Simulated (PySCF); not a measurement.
Species, as SMILES: PP (P2H4).
Geometry (B3LYP-D3(BJ)/def2-TZVP, fixed):
```xyz
6

P     -1.0203    -0.4713    -0.0535
P      1.0203     0.4711     0.0549
H     -1.5176     0.2567     1.0604
H     -1.5148     0.4895    -0.9757
H      1.5219    -0.4987     0.9637
H      1.5105    -0.2449    -1.0699
```

Basis-set convergence of the isotropic shielding of P1 at HF with PySCF. GIAO, no density fitting; atoms are numbered in the order shown. All functions are spherical. Core-valence sets carry the plain set on hydrogen. No added dispersion term, no relativity. Reference: the value in pcseg-3, 545.33 ppm, itself unsure by roughly 3.09 ppm (its distance from pcSseg-2).

| basis | functions | isotropic shielding of P1 (ppm) |
|---|---|---|
| STO-3G | 22 | 727.10 |
| 3-21G | 34 | … |
| 6-31G* | 44 | 600.92 |
| 6-31G** | 56 | 603.63 |
| pcseg-1 | 56 | 566.17 |
| 6-311G** | 76 | … |
| def2-SVPD | 80 | … |
| aug-pcseg-1 | 90 | 563.01 |
| def2-TZVP | 98 | 540.03 |
| aug-cc-pV(D+d)Z | 100 | 599.53 |
| cc-pV(T+d)Z | 134 | 566.18 |
| cc-pCVTZ | 174 | 551.72 |
| cc-pV(Q+d)Z | 248 | … |

Question: Some entries are withheld; supply them.

Answer: 
- 3-21G, isotropic shielding of P1 (ppm): 670.24
- 6-311G**, isotropic shielding of P1 (ppm): 559.41
- def2-SVPD, isotropic shielding of P1 (ppm): 614.82
- cc-pV(Q+d)Z, isotropic shielding of P1 (ppm): 575.38
